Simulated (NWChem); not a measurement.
GaHCl₂; SMILES [Cl][GaH][Cl]

```xyz
4

Ga     0.0000     0.0000    -0.5675
H      0.0000     0.0000    -2.1260
Cl    -1.8182     0.0000     0.5853
Cl     1.8182     0.0000     0.5853
```
Atoms are numbered in this order, from 1.

Level: PBE-D3(BJ)/def2-SVP (NWChem), optimised geometry, unscaled harmonic frequencies. 

| frequency (cm⁻¹) | IR intensity (km/mol) |
|---|---|
| 132 | 6.0 |
| 400 | 19.6 |
| 421 | 32.0 |
| 440 | 88.4 |
| 589 | 77.3 |
| 1987 | 76.8 |

The zero-point energy is 5.7 kcal/mol and the thermal correction to the enthalpy at 298.15 K (with zero-point energy) is 9.1 kcal/mol. The heat capacity Cv is 13.2 cal/(mol K). The entropy at 298.15 K and 1 atm (symmetry number 2) comes out as 71.9 cal/(mol K). The dipole moment is 1.57 D.

Rigid rotor and harmonic oscillator.
